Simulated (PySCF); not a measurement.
Level of theory: B3LYP-D3(BJ)/def2-TZVP // PBE-D3(BJ)/def2-SVP run with PySCF. Gas-phase values, no solvent. One relaxed conformer stands for a flexible species; it need not be the lowest. B3LYP has the VWN-RPA correlation part, as in Gaussian. 

Reference species: [Cd(NH2)(Cl)] (neutral, multiplicity 1).

| Item | Result |
|---|---|
| charge on the central atom (Mulliken) | 0.76 e |
| mean distance from the central atom to its bonded neighbours | 2.164 Å |
| coordination number | 2 |

Changed species: [Cd(NH2)(F)] (Y = F; the reference has Y = Cl).

Give the shifts of the charge on the central atom (Mulliken), mean distance from the central atom to its bonded neighbours and coordination number.

the charge on the central atom (Mulliken) increases by 0.12 e, to 0.88 e; the mean distance from the central atom to its bonded neighbours falls by 0.183 Å, to 1.981 Å; the coordination number hardly moves.
